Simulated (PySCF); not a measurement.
# Mn (manganese, neutral) across methods

[Ar] 3d6 4s1, high-spin 6D determinant (an excited configuration). Computed with PySCF 2.14 in def2-TZVPPD (6s6p4d2f1g, 67 functions), with no relativity, point nucleus.

```json
{"method": "revPBE", "E (hartree)": "-1150.832", "mean ε 4s α (eV)": "-4.451", "mean ε 3d α (eV)": "-4.414", "mean ε 3d β (eV)": "-1.477", "Σ⟨r²⟩ (bohr²)": "36.21", "⟨S²⟩": "8.754"}
{"method": "M06-2X", "E (hartree)": "-1150.865", "mean ε 4s α (eV)": "-5.198", "mean ε 3d α (eV)": "-8.326", "mean ε 3d β (eV)": "-4.289", "Σ⟨r²⟩ (bohr²)": "36.72", "⟨S²⟩": "8.771"}
{"method": "LDA", "E (hartree)": "-1148.567", "mean ε 4s α (eV)": "-4.674", "mean ε 3d α (eV)": "-4.671", "mean ε 3d β (eV)": "-1.501", "Σ⟨r²⟩ (bohr²)": "35.99", "⟨S²⟩": "8.755"}
{"method": "PBE0", "E (hartree)": "-1150.711", "mean ε 4s α (eV)": "-5.020", "mean ε 3d α (eV)": "-6.232", "mean ε 3d β (eV)": "-2.815", "Σ⟨r²⟩ (bohr²)": "35.90", "⟨S²⟩": "8.754"}
{"method": "PBE", "E (hartree)": "-1150.692", "mean ε 4s α (eV)": "-4.502", "mean ε 3d α (eV)": "-4.456", "mean ε 3d β (eV)": "-1.499", "Σ⟨r²⟩ (bohr²)": "36.20", "⟨S²⟩": "8.753"}
{"method": "r2SCAN0", "E (hartree)": "-1150.876", "mean ε 4s α (eV)": "-5.251", "mean ε 3d α (eV)": "-6.452", "mean ε 3d β (eV)": "-2.779", "Σ⟨r²⟩ (bohr²)": "35.70", "⟨S²⟩": "8.757"}
{"method": "r2SCAN", "E (hartree)": "-1150.903", "mean ε 4s α (eV)": "-4.755", "mean ε 3d α (eV)": "-4.677", "mean ε 3d β (eV)": "-1.393", "Σ⟨r²⟩ (bohr²)": "35.84", "⟨S²⟩": "8.755"}
{"method": "UHF", "E (hartree)": "-1149.73017", "mean ε 4s α (eV)": "-6.163", "mean ε 3d α (eV)": "-11.494", "mean ε 3d β (eV)": "-6.181", "Σ⟨r²⟩ (bohr²)": "36.61", "⟨S²⟩": "8.760"}
{"method": "TPSSh", "E (hartree)": "-1150.945", "mean ε 4s α (eV)": "-4.675", "mean ε 3d α (eV)": "-5.063", "mean ε 3d β (eV)": "-2.102", "Σ⟨r²⟩ (bohr²)": "35.86", "⟨S²⟩": "8.752"}
```
